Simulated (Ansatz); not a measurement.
# Match the barriers

Saddle point of BH4SO2F, singlet (BH₂O₂F ([OH][B]([OH])[F]) + H₂S → BH₃SO₂ ([OH][B]([OH])[SH]) + HF; bonds formed: B1–S6, F2–H5; bonds broken: B1–F2, H5–S6), PBE0-D4/def2-TZVP structure:

| atom | x (Å) | y (Å) | z (Å) |
| --- | --- | --- | --- |
| B1 | -0.2073 | -0.0688 | 0.2739 |
| F2 | 0.0662 | 1.4957 | -0.2270 |
| O3 | -1.5628 | -0.2451 | 0.3947 |
| O4 | 0.6241 | -0.3847 | 1.3128 |
| H5 | 0.5237 | 0.9034 | -1.1250 |
| S6 | 0.6384 | -0.6569 | -1.5072 |
| H7 | -2.0925 | 0.1817 | -0.2796 |
| H8 | 0.1412 | -0.4520 | 2.1406 |
| H9 | 1.8691 | -0.7733 | -0.9832 |

Computed with Ansatz 0.2.0 (basis: def2-TZVPP, with def2-QZVPP for the basis limit); correlated methods freeze the cores. Extrapolation: Hartree–Fock as exp(−7.88 √X), correlation as X^−2.97. Four methods, as single points on the PBE0-D4 structures, gave these electronic barriers from the start structure: 140.7, 161.4, 174.2, 267.9 kJ/mol.

Question: The methods were, in alphabetical order, HF, MP2, PBE-D4, PBE0-D4. Which gave which? (Judge from chemistry; the calculation decides.)

Answer: The calculation gives: PBE-D4 140.7; PBE0-D4 161.4; MP2 174.2; HF 267.9 kJ/mol. For comparison, CCSD(T) at an estimated basis limit (MP2 extrapolated from triple and quadruple zeta, plus CCSD(T) − MP2 in triple zeta) gives 183.7 kJ/mol.

T1 diagnostic: at most 0.013.

Labels in which every atom is bracketed show which atoms are joined, not bond orders.

For scale, one of the runs: CCSD(T)/def2-TZVPP, 222 basis functions, launched by `ansatz run in.yaml --threads 4 --pin off --events-out ev --progress --plain --max-ram 9574MiB`. Time: 66 s of wall clock on 4 CPU threads of an Intel Xeon Platinum 8259CL; the host was shared. Peak host memory: 3.7 GiB.
